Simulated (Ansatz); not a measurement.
Ansatz (a quantum-chemistry and plane-wave program) input (B3LYP-D3(BJ)/def2-TZVP):

Ansatz 0.2 input:
```yaml
crystal:
  periodic: [false, false, false]
  atoms:
    - {symbol: O, position_ang: [-0.46443945, -0.71634362, -1.08556658]}
    - {symbol: S, position_ang: [0.37867065, -0.11412111, -0.07093170]}
    - {symbol: O, position_ang: [0.38055591, 1.33219891, 0.03403950]}
    - {symbol: H, position_ang: [-0.28979012, -0.52503872, 1.18709544]}
basis:
  gaussian:
    orbitals: def2-TZVP
hamiltonian:
  xc: b3lyp
  dispersion: d3bj
magnetization: {spin_polarized: true, initial_magnetization: 1}
relax: {f_tol: 0.002, max_steps: 150}
```

End of the output:

```
these checks for a lower state are left out or cut short: starts, cluster_reference, orbital_swaps, neighbouring_geometries, increment
integrals: 0.03 GiB planned
617 factors; their error is unknown
mean field: 0.36 GiB planned
mean field -14946.31368237 eV, -549.2668968517 hartree, gradient 1.2e-5 eV, S^2 0.755871; 0 other end points of the search recorded, 0 dependent functions left out
the calculation of the forces begins
reference -14946.31386957 eV, -549.2669037312 hartree; 17, 16 occupied and 88, 89 virtual orbitals, 617 factors
relax step   4: F+E_penalty+E_count = -14946.41187444 eV  Δ(F+E_penalty+E_count) = -6.958e-3 eV  max|allowed force component| = 4.524e-1 eV/Å  Δτ_max = 0.0061 Å  (35 SCF iters, accepted)
these checks for a lower state are left out or cut short: starts, cluster_reference, orbital_swaps, neighbouring_geometries, increment
integrals: 0.03 GiB planned
617 factors; their error is unknown
mean field: 0.36 GiB planned
mean field -14946.32248068 eV, -549.2672201838 hartree, gradient 2.2e-5 eV, S^2 0.755818; 0 other end points of the search recorded, 0 dependent functions left out
the calculation of the forces begins
reference -14946.32266886 eV, -549.2672270991 hartree; 17, 16 occupied and 88, 89 virtual orbitals, 617 factors
relax step   5: F+E_penalty+E_count = -14946.42058852 eV  Δ(F+E_penalty+E_count) = -8.714e-3 eV  max|allowed force component| = 2.258e-2 eV/Å  Δτ_max = 0.0193 Å  (33 SCF iters, accepted)
these checks for a lower state are left out or cut short: starts, cluster_reference, orbital_swaps, neighbouring_geometries, increment
integrals: 0.03 GiB planned
617 factors; their error is unknown
mean field: 0.36 GiB planned
mean field -14946.32250308 eV, -549.2672210067 hartree, gradient 1.2e-5 eV, S^2 0.755805; 0 other end points of the search recorded, 0 dependent functions left out
the calculation of the forces begins
reference -14946.32269127 eV, -549.2672279229 hartree; 17, 16 occupied and 88, 89 virtual orbitals, 617 factors
relax step   6: F+E_penalty+E_count = -14946.42060983 eV  Δ(F+E_penalty+E_count) = -2.131e-5 eV  max|allowed force component| = 6.103e-3 eV/Å  Δτ_max = 0.0008 Å  (28 SCF iters, accepted)
these checks for a lower state are left out or cut short: starts, cluster_reference, orbital_swaps, neighbouring_geometries, increment
integrals: 0.03 GiB planned
617 factors; their error is unknown
mean field: 0.36 GiB planned
mean field -14946.32250259 eV, -549.2672209890 hartree, gradient 1.5e-5 eV, S^2 0.755803; 0 other end points of the search recorded, 0 dependent functions left out
the calculation of the forces begins
reference -14946.32269079 eV, -549.2672279051 hartree; 17, 16 occupied and 88, 89 virtual orbitals, 617 factors
relax step   7: F+E_penalty+E_count = -14946.42061055 eV  Δ(F+E_penalty+E_count) = -7.166e-7 eV  max|allowed force component| = 1.713e-4 eV/Å  Δτ_max = 0.0001 Å  (24 SCF iters, accepted)
integrals: 0.03 GiB planned
617 factors; their error is unknown
mean field: 0.36 GiB planned
mean field evaluation 64: about -14946.2901 eV, gradient 5.6e-1 eV
mean field -14946.32250259 eV, -549.2672209890 hartree, gradient 1.5e-5 eV, S^2 0.755803; 1 other end points of the search recorded, 0 dependent functions left out
the calculation of the forces begins
reference -14946.32269079 eV, -549.2672279051 hartree; 17, 16 occupied and 88, 89 virtual orbitals, 617 factors
Total energy: -14946.42079875 eV, -549.2708333061 hartree
Atom 0 at    -0.457778    -0.761866    -1.092192 Å, force     0.000097     0.000106     0.000020 eV/Å
Atom 1 at     0.308862    -0.097687    -0.047962 Å, force    -0.000171    -0.000003     0.000077 eV/Å
Atom 2 at     0.413446     1.350188     0.061613 Å, force     0.000006    -0.000090    -0.000087 eV/Å
Atom 3 at    -0.259533    -0.513940     1.143177 Å, force     0.000068    -0.000012    -0.000010 eV/Å
Dipole moment:     0.094693    -0.282920     0.446386 e Å
```

It need not be the lowest isomer of its formula.
